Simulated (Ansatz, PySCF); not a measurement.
Molecule: C₄H₈N, charge 0, multiplicity 2. It need not be the lowest isomer of its formula. SMILES: NC1C[CH]C1
Structure (B3LYP-D3(BJ)/def2-TZVP (Ansatz, a program for electronic structure) minimum search):
```
C
H 1 1.0970
N 1 1.4541 2 113.95
H 3 1.0146 1 110.63 2 59.19
H 3 1.0146 4 106.99 1 120.57
C 1 1.5581 2 110.94 3 -131.15
H 6 1.0950 1 116.45 2 14.83
H 6 1.0976 7 107.92 1 -126.60
C 6 1.4968 7 117.49 8 -131.29
H 9 1.0809 6 132.80 7 59.07
C 9 1.4968 10 132.80 6 -172.49
H 11 1.0950 9 117.49 10 -59.07
H 11 1.0976 12 107.92 9 -131.29
```
Charge 0, spin multiplicity 2.

Quantity: atomisation energy (electronic, to ground-state atoms), in eV. Correlated levels leave the core frozen unless marked. UHF or UKS for open shells. Spin-orbit coupling is left out. Non-relativistic. The coupled-cluster limit lacks core correlation, which all-electron functionals hold. Basis-set limits of correlation are two-point, X^-3; Hartree-Fock from the larger set. [CCSD(T)-MP2]/basis is that difference in the basis named.

```tsv
level	program	atomisation energy (eV)
HF/STO-3G	Ansatz	46.20
HF/def2-TZVPD	PySCF	38.10
revPBE-D3(BJ)/def2-TZVPD	Ansatz + dftd3	52.61
r2SCAN/def2-TZVPD	Ansatz	52.64
```

Predict the RI-MP2/CBS(cc-pVTZ,cc-pVQZ)+[CCSD(T)-MP2]/cc-pVTZ result (Ansatz).

52.43 eV, so r2SCAN/def2-TZVPD differs from it by 0.21 eV.
